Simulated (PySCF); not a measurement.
**Two-photon absorption: `O(C)/C(Br)=C/CF`, C$_{4}$H$_{6}$BrFO**

Cartesian coordinates in Å; atom numbers follow the order of the lines, from 1:
```xyz
13

C     2.1441    0.6434   -0.1598
O     1.2332    0.3666   -1.2012
C    -0.0161    0.0026   -0.8683
Br   -1.0026   -0.2478   -2.4720
C    -0.5457   -0.2031    0.3303
C    -1.9584   -0.6151    0.5867
F    -2.3988   -0.0508    1.7590
H     3.0662    0.9441   -0.6525
H     2.3249   -0.2449    0.4524
H     1.7816    1.4576    0.4740
H     0.0494   -0.0643    1.2202
H    -2.0441   -1.7019    0.7189
H    -2.6381   -0.2859   -0.2054
```

Computed, not measured: PySCF 2.14.0, TDDFT wB97X-D/def2-SVPD excited states, vertical, gas phase. Geometry: GFN2-xTB.

The calculation is non-relativistic, which matters for the atoms heavier than Zn. Singlets 4 and 5 lie within 0.01 eV of each other, so their separate moments and overlaps can depend on how they mix.

(1) Give the one- and two-photon strengths of the lowest singlets.

Results:

(1) δ for parallel linear polarisation; σ at the peak of a Lorentzian of half width 0.1 eV, single beam; Ω is circular over linear.
```
state  E (eV)      f  photon λ (nm)  δ (au)  σ (GM)     Ω                                main
   S1    5.54  0.000            448    2.31    0.03  1.36                      HOMO→LUMO 0.85
   S2    6.69  0.201            371    14.3    0.23  0.49  HOMO→LUMO+1 0.68, HOMO−1→LUMO 0.26
   S3    6.74  0.093            368    11.2    0.19  0.67  HOMO−1→LUMO 0.64, HOMO→LUMO+1 0.26
   S4    7.02  0.010            353    10.9    0.20  1.35  HOMO−2→LUMO 0.46, HOMO→LUMO+2 0.35
   S5    7.03  0.010            353    33.3    0.60  1.43  HOMO−2→LUMO 0.38, HOMO→LUMO+2 0.35
```

Among these, the strongest one-photon state is S2, the strongest two-photon state S5, with a dipole change of 1.1 D (relaxed, norm of the difference vector).
